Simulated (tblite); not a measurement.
C₄H₈ClO₂Si (doublet state).
Atom-mapped SMILES: `[CH3:1][CH:2][C@@H:3]1[CH2:4][O:5][Si@H:6]([Cl:7])[O:8]1` (hydrogens: H9, H10, H11 on C1; H12 on C2; H13 on C3; H14, H15 on C4; H16 on Si6)

The geometry is computed with GFN2-xTB (gas phase). This method treats the open shell by occupation alone, without spin polarisation.

(1) What internal coordinates does the optimisation give?

## Answers

(1) 
| bond | length (Å) |
| --- | --- |
| C1–C2 | 1.474 |
| C2–C3 | 1.472 |
| C3–C4 | 1.563 |
| C4–O5 | 1.396 |
| O5–Si6 | 1.637 |
| Si6–Cl7 | 1.988 |
| Si6–O8 | 1.628 |
| C3–O8 | 1.427 |
| C1–H9, C1–H10, C1–H11 | 1.092 |
| C2–H12 | 1.077 |
| C3–H13 | 1.094 |
| C4–H14 | 1.094 |
| C4–H15 | 1.092 |
| Si6–H16 | 1.449 |

Bonds in one row agree within 0.01 Å and their mean is given. A selection of angles:
| angle | degrees |
| --- | --- |
| C2–C1–H9 | 110.9 |
| H9–C1–H10 | 106.8 |
| H10–C1–H11 | 109.5 |
| C1–C2–C3 | 123.0 |
| C1–C2–H12 | 119.3 |
| C3–C2–H12 | 116.8 |
| C2–C3–C4 | 112.2 |
| C2–C3–O8 | 110.2 |
| C2–C3–H13 | 111.1 |
| C4–C3–O8 | 105.8 |
| C4–C3–H13 | 110.2 |
| O8–C3–H13 | 107.1 |
| C3–C4–O5 | 108.6 |
| C3–C4–H14 | 110.0 |
| C3–C4–H15 | 110.9 |
| O5–C4–H14 | 109.1 |
| O5–C4–H15 | 108.8 |
| H14–C4–H15 | 109.4 |
| C4–O5–Si6 | 111.5 |
| O5–Si6–Cl7 | 110.6 |
| O5–Si6–O8 | 96.9 |
| O5–Si6–H16 | 112.3 |
| Cl7–Si6–O8 | 114.5 |
| Cl7–Si6–H16 | 111.9 |
| O8–Si6–H16 | 109.8 |
| C3–O8–Si6 | 113.1 |

Dihedral angles: C1–C2–C3–C4 -130° (anticlinal); C2–C3–C4–O5 -100° (anticlinal); C3–C4–O5–Si6 -20° (synperiplanar); C4–O5–Si6–Cl7 132° (anticlinal); O5–Si6–O8–C3 1° (synperiplanar); C2–C3–O8–Si6 109° (anticlinal).

C2 (carbon bonded to 2 C and H) is almost planar (angles 123.0°, 119.3° and 116.8°, sum 359.1°, 0.07 Å off the plane of its three neighbours). The 5-membered ring C3–C4–O5–Si6–O8 has internal angles of 96.9° to 113.1° (sum 536°, against 540° for a flat polygon); it is puckered, 0.09 Å rms from its mean plane, widest ring torsion 20°. Si6 (silicon bonded to Cl, 2 O and H) has angles from 96.9° to 114.5°. The C–C distances run from 1.472 Å (C2–C3, drawn single) to 1.563 Å (C3–C4, drawn single), a spread of 0.091 Å. Of the pairs four or more bonds apart, H11···H13 is among the closest relative to their van der Waals radii: 2.40 Å, 100 % of the sum of Bondi's values. The 2 C–O bonds span 1.396 Å (C4–O5, drawn single) to 1.427 Å (C3–O8, drawn single), a spread of 0.031 Å.

Point group: C1 (no symmetry element, even within 0.4 Å). Its GFN2-xTB frequencies are all real (lowest 26 cm⁻¹). 3 starts were optimised and ended at 0.00, 0.05 and 0.07 kcal/mol (GFN2-xTB); the lowest of these is shown.

One conformer stands for the species.
